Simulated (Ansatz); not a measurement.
CH7B2N (`CBBN`), relaxed with RKS PBE0-D4/def2-TZVP in the Gaussian-basis code of Ansatz from a PBE-D4/def2-SVP geometry. The force threshold is 0.005 eV/Å; the program also tests the step.

Charge 0, multiplicity 1.

Start:

```xyz
11

C     0.447    1.537   -0.831
B     0.201    0.663    0.451
B    -0.657   -0.790    0.486
N    -0.146   -2.094    0.409
H     1.387    2.128   -0.804
H    -0.367    2.305   -0.782
H     0.345    1.029   -1.811
H     0.555    1.169    1.514
H    -1.879   -0.706    0.601
H    -0.733   -2.928    0.450
H     0.847   -2.313    0.318
```

```csv
step,energy (eV),largest force (eV/Å),largest move (Å)
1,-3990.5140,0.641,0.000
2,-3990.5513,0.156,0.029
3,-3990.5543,0.086,0.020
4,-3990.5546,0.037,0.009
5,-3990.5547,0.008,0.005
6,-3990.5547,0.006,0.003
7,-3990.5547,0.007,0.011
8,-3990.5548,0.003,0.003
```

End:

```xyz
11

C     0.439    1.519   -0.821
B     0.188    0.663    0.462
B    -0.667   -0.777    0.494
N    -0.140   -2.062    0.396
H     1.379    2.078   -0.799
H    -0.349    2.291   -0.798
H     0.341    0.997   -1.775
H     0.546    1.157    1.504
H    -1.869   -0.712    0.614
H    -0.709   -2.891    0.427
H     0.841   -2.262    0.297
```

Run time 27 s (2 threads of an Arm Neoverse V2 on a shared host); peak host memory 0.31 GiB.
